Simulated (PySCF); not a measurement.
HfFH3, SMILES [F][HfH3], multiplicity 1.

Geometry: r2SCAN-D4/def2-TZVP. The multiplicity is an assumed one; no other spin state was optimised. The structure was generated by enumeration; whether it is a known compound was not checked. The def2 effective core potentials stand for the cores of Hf; spin–orbit coupling is left out.

Two levels are set side by side: TDDFT-PBE/def2-TZVPD (PySCF) and TDDFT-LC-ωPBE/def2-TZVPD (PySCF). Vertical, same geometry. The lowest singlet is HOMO−1→LUMO 50 %, HOMO→LUMO+1 49 % with PBE and HOMO→LUMO 45 %, HOMO−1→LUMO+1 45 % with the other functional; states are paired by order. Differences are taken from unrounded values.

| quantity | TDDFT-PBE |
|---|---|
| lowest singlet excitation (eV) | 4.29 |
| lowest triplet excitation (TDA) (eV) | 3.91 |
| first bright state (f over 0.05) (eV) | 5.70 |
| its oscillator strength | 0.06 |

Task: These are the TDDFT-PBE values. What does TDDFT-LC-ωPBE give? (An estimate is asked for; the answer gives what the named calculation found.)

Result: 
| quantity | TDDFT-LC-ωPBE | TDDFT-PBE minus TDDFT-LC-ωPBE |
|---|---|---|
| lowest singlet excitation (eV) | 4.86 | -0.57 |
| lowest triplet excitation (TDA) (eV) | 4.37 | -0.46 |
| first bright state (f over 0.05) (eV) | 6.89 | -1.19 |
| its oscillator strength | 0.09 | -0.03 |

A lower first singlet is the usual sign of a functional without exact exchange. Differences between two approximate levels are no errors against the true value.

Rough cost on one machine, each run with all the roots and properties that it gave: TDDFT-LC-ωPBE against TDDFT-PBE about 5 times.
